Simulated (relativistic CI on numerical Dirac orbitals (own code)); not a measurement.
## Tl²⁺: calculation against measurement

Computed by Dirac-Coulomb-Breit CI, separate exchange-only KLI orbitals for each configuration, a model potential for QED, valence Slater integrals scaled by 0.85, configuration energies shifted to the measured levels that pair with them (semi-empirical) (own radial code, finite nucleus).

CI space (outside the closed core [Xe] 4f14): 5d¹⁰6s, 5d¹⁰6p, 5d¹⁰7s, 5d¹⁰6d, 5d¹⁰7d, 5d⁹6s², 5d⁸6s6p², 5d⁹6s6p, 5d¹⁰7p, 5d⁹6s5f, 5d¹⁰5f, 5d¹⁰8s, 5d⁹6p², 5d¹⁰8p, 5d⁸6s²6p, 5d¹⁰6f, 5d¹⁰5g, 5d¹⁰8d, 5d¹⁰7f, 5d⁹6s7p, 5d⁹6s7s, 5d⁸6s6d², 5d⁹6s6d, 5d⁹6p6d, 5d⁹6s8s, 5d⁹6s7d, 5d⁹6s8p, 5d⁸6s²6d, 5d⁹6s6f, 5d⁸6s5f². Levels of other configurations are missing.

```tsv
Configuration	Term (tabulated)	J	Measured (cm⁻¹)	Computed	Error	Purity (%)
5d¹⁰6s	2S	1/2	0.0	0	0	99
5d¹⁰6p	2P°	1/2	64157.0	64769	612	98
5d¹⁰6p	2P°	3/2	78970.0	78358	-612	98
5d¹⁰7s	2S	1/2	139209.0	139209	0	100
5d¹⁰6d	2D	3/2	145355.0	145462	107	99
5d¹⁰6d	2D	5/2	146669.0	146562	-107	99
5d¹⁰7d	2D	3/2	186356.0	186394	38	99
5d¹⁰7d	2D	5/2	186948.0	186910	-38	100
```

Measured levels from Moore, Atomic Energy Levels, vol. III, NSRDS-NBS 35 (1971 reprint of NBS Circular 467, 1958); pairs were made by configuration, J and term (by order where the table uses no LS term), so strongly mixed levels may be paired wrongly. The analysis dates from before 1960.

Mean error by configuration (cm⁻¹): 5d¹⁰6p 0; 5d¹⁰7s 0; 5d¹⁰6d 0; 5d¹⁰7d 0. Over the excited levels the mean absolute error is 216 cm⁻¹ (7 of the 7 excited levels that our extract of the source holds in range could be paired), and the median relative error of those above 1,000 cm⁻¹ is 0.073 %, both after the shifts were fitted to these levels, so that a configuration with one level shows no error.

Configurations whose levels could be paired with our table of measured levels were shifted onto them, all but the ground configuration, by the median error of their levels; single terms can still be off by 1,000 to 2,000 cm⁻¹ or more, and rates follow the energies as ν³ (E1, M1) or ν⁵ (E2). The others borrow a shift and can be off by several thousand cm⁻¹ or more. The fine structure of a lone outer electron comes out too small, for d and f at times inverted, and misplaced configurations move strength between like terms. 7 of the 7 excited levels that our extract of the measured tables holds in this range could be paired (the sources list more); they are missed by 216 cm⁻¹ on average and 612 at most, after the shifts were fitted to these levels, and levels without a partner can miss by more.

Shifts applied (cm⁻¹): 5d¹⁰6s 0; 5d¹⁰6p 983; 5d¹⁰7s 3818; 5d¹⁰6d 4603; 5d¹⁰7d 4613.
